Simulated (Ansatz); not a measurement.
`[CH3][Ga]([SH])[SH]` + HBr → `[CH3][Ga]([SH])[Br]` + H₂S  (ligand exchange at a Ga–S bond)

Isolated molecules relaxed with PBE0-D4/def2-TZVP in Ansatz; ΔE leaves out vibrations. CBS: MP2 limit from def2 TZ/QZ plus the TZ coupled-cluster correction, frozen cores. This one scheme is used for every species. Functionals use def2-TZVPP. B3LYP here is the variant with VWN-RPA as its local correlation; programs differ in this. For Br, Ga outer-core shells are correlated without core-valence functions, which leaves a few kJ/mol of doubt a bond. Scalar relativity is left out up to krypton. One conformer a species, not always the lowest.

`[CH3][Ga]([SH])[SH]`:

Cartesian coordinates in Å:
```
C 0.548 -1.054 0.932
Ga -0.114 0.444 -0.136
S -0.043 2.514 0.614
S -0.983 0.216 -2.152
H -0.276 -1.729 1.175
H 1.292 -1.619 0.367
H 0.999 -0.702 1.860
H -0.602 3.049 -0.484
H -0.823 -1.118 -2.175
```

HBr:

Cartesian coordinates in Å:
```
Br 0.217 -0.172 -0.654
H -0.217 0.172 0.654
```

`[CH3][Ga]([SH])[Br]`:

Cartesian coordinates in Å:
```
C 0.200 -0.959 1.057
Ga 0.008 0.431 -0.295
S -1.096 0.217 -2.180
Br 0.982 2.491 0.026
H -0.210 -0.604 2.004
H -0.317 -1.871 0.759
H 1.259 -1.175 1.207
H -0.825 1.470 -2.579
```

H₂S:

Cartesian coordinates in Å:
```
S -0.231 0.568 -0.088
H -0.235 -0.560 -0.814
H 0.466 -0.008 0.902
```

| level | ΔE (kJ/mol) | difference from CCSD(T)/CBS |
| --- | --- | --- |
| LDA (SPW92) | -36.6 | 6.1 |
| BLYP-D4 | -41.1 | 1.6 |
| B97M-V | -42.0 | 0.7 |
| r2SCAN0-D4 | -44.9 | -2.2 |
| CAM-B3LYP-D4 | -44.5 | -1.8 |
| ωB97M-V | -44.7 | -2.0 |
| B3LYP | -45.6 | -2.9 |
| CAM-B3LYP | -45.4 | -2.7 |
| CCSD(T)/def2-TZVPP | -43.0 | -0.3 |
| SCS-MP2/def2-QZVPP | -44.7 | -2.0 |
| CCSD(T)/CBS | -42.7 | 0 |

Largest T1 diagnostic among the species: 0.012.

From BLYP to BHLYP (50 % exact exchange), in def2-TZVPP and without D4, ΔE moves by −6.3 kJ/mol. Leaving LDA and LC-ωPBE aside and taking each functional with its dispersion term where it has one, the values, not all of them listed here, spread over 10.7 kJ/mol, from BHLYP-D4 to revPBE-D4. LDA lies +3.6 kJ/mol from PBE without D4. In def2-TZVPP, CCSD(T) changes the Hartree–Fock value by +14.1 kJ/mol (the triples alone add +2.0 kJ/mol) and MP2 by +13.6 kJ/mol.

CCSD(T)/CBS has its own doubt, a few kJ/mol and more with outer-core shells, so smaller differences from it don't rank the levels.
